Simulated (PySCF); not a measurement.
Ionisation energy of Gd³⁹⁺ by level of theory

Gd³⁹⁺ [Ar] 3d7 (4F) → Gd⁴⁰⁺ [Ar] 3d6 (5D), as a difference of total energies. Calculation: PySCF 2.14, in an uncontracted even-tempered set (18 s from 6.9 bohr⁻², ratio 2.5; 13 p from 9 bohr⁻², ratio 2.5; 8 d from 9 bohr⁻², ratio 2.5; 4 f from 38 bohr⁻², ratio 2.7; 3 g from 57 bohr⁻², ratio 2.7); the spin-free X2C one-electron Hamiltonian (Gaussian nucleus). Correlated levels: outer shells: [Ne] frozen; virtual orbitals above 40 to 60 times the deepest correlated orbital energy dropped. The calculations carry no spin-orbit coupling.

| method | ionisation energy (eV) |
| --- | --- |
| UHF | 2947.3 |
| LDA | 2947.3 |
| PBE | 2948.1 |
| PBE0 | 2948.5 |
| r2SCAN | 2949.7 |
| BP86 | 2948.8 |
| M06-2X | 2947.8 |
| MP2 (outer shells) | 2948.5 |
| SCS-MP2 (outer shells) | 2948.7 |

Spin-orbit coupling is strong in these open shells (close to jj coupling). The scalar numbers leave it out and a first-order estimate fails, so it can dominate the gap to the real levels.

Breit and QED terms and the two-electron picture change are absent.

For comparison: 2941 ± 4 eV (theoretical estimate listed by NIST; NIST Atomic Spectra Database, ionization energies).
